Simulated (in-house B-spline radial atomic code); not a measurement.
A run on K that did not converge. Method: scalar-relativistic (X2C) wB97X, spin-polarised, spherical fractional occupations, Fermi nucleus of rms radius 3.4349 fm; computed with an all-electron radial atomic-structure program (B-spline basis).

Command:
```bash
python run_scf.py task.json out
```
Settings (nuclear radius in fm, mass in u):
```
Z                19
configuration    [Ar] 4s1
hamiltonian      x2c
method           wb97x
spin_polarised   True
nucleus          fermi
rms_radius       3.4349
atomic_mass      38.96371
speed_of_light   137.035999084
```

First and last ten iterations of the last attempt (damped for 15 steps, keeping 80 % of the old Fock matrix, then DIIS):
```
 iter        energy (Eh)    residual
    1        -600.225635    2.72e-01
    2        -601.765810    1.02e-01
    3        -601.992977    7.13e-02
    4        -602.110376    5.04e-02
    5        -602.171031    3.63e-02
    6        -602.202319    2.62e-02
    7        -602.218451    1.89e-02
    8        -602.226788    1.37e-02
    9        -602.231122    9.97e-03
   10        -602.233400    7.30e-03
  111        -602.236343    9.95e-06
  112        -602.236343    2.83e-05
  113        -602.236343    3.98e-05
  114        -602.236343    6.37e-06
  115        -602.236343    3.19e-06
  116        -602.236343    2.36e-06
  117        -602.236343    2.18e-06
  118        -602.236343    2.17e-06
  119        -602.236343    2.82e-06
  120        -602.236343    2.42e-05
 not converged after 120 iterations
```

The smallest residual met was 2.1e-06; the threshold is about 2e-07. Over the last five steps the energy moves by less than 1e-08 hartree, but the orbitals didn't meet the threshold.Radii and densities under X2C are those of the two-component orbitals, without the picture-change correction, which makes inner s shells of heavy atoms about 5 % too small.
